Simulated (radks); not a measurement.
Values are calculated unless marked as measured or tabulated.
Effect of the nuclear size on the selenium ion Se+, [Ar] 3d10 4s2 4p3. Level of theory: Dirac Kohn-Sham, BLYP, spin-unpolarised, spherical densities, finite nucleus; open shells are shared between the two j in proportion to 2j + 1; Fermi nuclear charge, rms radius 4.14 fm (a radial shooting solver on a logarithmic mesh with Libxc functionals). The rms radius is varied about that value; shifts are against it.

[
 {"rms radius (fm)": "3.4155", "total energy shift (eV)": "-0.149", "density at nucleus (e/bohr^3)": "4.033e+04", "1s1/2 shift (meV)": "-63.4", "2s1/2 shift (meV)": "-6.30", "3s1/2 shift (meV)": "-0.967", "3p1/2 shift (meV)": "0.098", "4s1/2 shift (meV)": "-0.094"},
 {"rms radius (fm)": "3.8543", "total energy shift (eV)": "-0.0621", "density at nucleus (e/bohr^3)": "3.998e+04", "1s1/2 shift (meV)": "-26.4", "2s1/2 shift (meV)": "-2.62", "3s1/2 shift (meV)": "-0.402", "3p1/2 shift (meV)": "0.041", "4s1/2 shift (meV)": "-0.039"},
 {"rms radius (fm)": "4.14", "total energy shift (eV)": "0", "density at nucleus (e/bohr^3)": "3.977e+04", "1s1/2 shift (meV)": "0.000", "2s1/2 shift (meV)": "0.000", "3s1/2 shift (meV)": "0.000", "3p1/2 shift (meV)": "0.000", "4s1/2 shift (meV)": "0.000"},
 {"rms radius (fm)": "4.4878", "total energy shift (eV)": "0.0811", "density at nucleus (e/bohr^3)": "3.955e+04", "1s1/2 shift (meV)": "34.4", "2s1/2 shift (meV)": "3.42", "3s1/2 shift (meV)": "0.525", "3p1/2 shift (meV)": "-0.053", "4s1/2 shift (meV)": "0.051"},
 {"rms radius (fm)": "4.6244", "total energy shift (eV)": "0.115", "density at nucleus (e/bohr^3)": "3.946e+04", "1s1/2 shift (meV)": "48.7", "2s1/2 shift (meV)": "4.84", "3s1/2 shift (meV)": "0.742", "3p1/2 shift (meV)": "-0.075", "4s1/2 shift (meV)": "0.072"}
]

Slopes of the eigenvalues against <r^2> in GHz/fm^2, as finite differences over the two radii next to the reference (eigenvalue slopes, not the field-shift constants of lines): 1s1/2 2780, 2s1/2 277, 3s1/2 42.4, 3p1/2 -4.30, 4s1/2 4.10.
